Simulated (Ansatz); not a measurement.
The cluster Te2Se3, relaxed as a singlet with RKS PBE-D4/def2-SVP in Ansatz, starting from the GFN2-xTB geometry. Force threshold 0.02 eV/Å.

In the def2 sets Te takes a core potential; there is no spin–orbit coupling. The structure comes from a short search, and lower isomers may exist.

Start:

```
atom    x (Å)    y (Å)    z (Å)
 Se1   0.3442   0.5552   2.4639
 Se2  -0.8400  -2.4029  -0.1146
 Se3   1.4687   0.6029  -1.3718
 Te4  -0.0804   1.6319   0.3911
 Te5  -0.8925  -0.3872  -1.3686
```

| step | energy (eV) | largest force component (eV/Å) | SCF passes |
| --- | --- | --- | --- |
| 1 | -210584.2716 | 2.020 | 20 |
| 2 | -210584.5776 | 0.637 | 28 |
| 3 | -210584.5971 | 0.703 | 29 |
| 4 | -210584.7616 | 0.374 | 29 |
| 5 | -210584.7712 | 0.317 | 24 |
| 6 | -210584.9095 | 0.281 | 28 |
| 7 | -210585.0594 | 0.245 | 27 |
| 8 (rejected) | -210585.0278 | 0.852 | 26 |
| 9 | -210585.1067 | 0.266 | 28 |
| 10 (rejected) | -210585.1063 | 0.355 | 28 |
| 11 | -210585.1241 | 0.053 | 22 |
| 12 | -210585.1245 | 0.050 | 23 |
| 13 | -210585.1249 | 0.014 | 23 |

Force components are those of the run's own axes.

End:

```
atom   x (Å)   y (Å)   z (Å)
 Se1   0.046  -0.070   2.075
 Se2  -0.687  -1.899   0.481
 Se3   1.323   0.725  -1.442
 Te4   0.177   1.915   0.569
 Te5  -0.860  -0.671  -1.683
```

Bonds lost: Te4–Te5 (atoms count from 1). Bonds formed: Se1–Se2 (atoms count from 1).

No frequencies were taken in this run, so the end may be a saddle point.

Hardware: 4 threads of Intel Xeon on a shared host. Wall time 47 s.
